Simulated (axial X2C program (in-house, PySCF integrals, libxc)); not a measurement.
# Low determinants of ZnH⁻ at the PBE0 level, with spin–orbit coupling

Computed with an in-house relativistic program for diatomic molecules. Two-component (2c) means X2C with spin–orbit coupling and atomic mean-field two-electron Coulomb and Gaunt terms. Basis: Zn dyall-acv3z [10s11p7d4f2g], H dyall-av3z [7s3p2d] (cores contracted in-house); Gaussian nuclei, density fitting, unrestricted open shells. Masses: Zn 63.929 u, H 1.008 u.

Search at 1.769 Å (vertical energies from the lowest determinant):

```
ΔE (eV)  state  electrons beyond evenly filled partner blocks  electrons in ±ω = 1/2, 3/2, 5/2, 7/2
   0.00  Ω = 0                                           none                              22 8 2 0
   0.94  Ω = 2                               ω = 1/2, ω = 3/2                              21 9 2 0
   1.01  Ω = 1                                    2 × ω = 1/2                              22 8 2 0
   1.02  Ω = 1                              ω = -1/2, ω = 3/2                              21 9 2 0
   5.15  Ω = 3                               ω = 1/2, ω = 5/2                              21 8 3 0
   5.22  Ω = 2                              ω = -1/2, ω = 5/2                              21 8 3 0
```

Lowest determinant, Ω = 0 (closed shell): Re = 1.761 Å, ωe = 1064.7 cm⁻¹.

The determinant in row 2 of the search, Ω = 2 (⟨Sz⟩ = 1.00, ⟨Lz⟩ = 1.00 at PBE0), was followed along the bond at PBE0; measured from the minimum of the lowest determinant it gives:

Te = 0.836 eV (6744 cm⁻¹), Re = 1.599 Å, ωe = 1581.4 cm⁻¹.

Question: Compare the bond of the determinant in row 2 with that of the lowest one.

Answer: At PBE0 its Re is 0.162 Å shorter and its force constant, which goes as ωe², is 2.21 times that of the lowest determinant. T0 ≈ Te + Δωe/2 = 6744 + (258) = 7002 cm⁻¹.

The search compares states at one distance, so a state with another bond length can lie lower; it is not exhaustive and yields mostly the lowest determinant of each block pattern, so other components and higher states of one pattern are missing. These are energies of single determinants, not of spin-adapted states; PBE0 term energies can be off by some tenths of an eV, and the functional has no current term. Open-shell Ω = 0 determinants with evenly filled partner blocks cannot be reached by this program, so the Ω shown need not be the lowest component. For an anion, determinants above electron detachment are held by the basis set. The highest occupied level of some functionals is positive through self-interaction error; at Hartree–Fock it is bound. Row 1 has a positive highest level at its minimum. Row 2 has a positive highest level at its minimum.
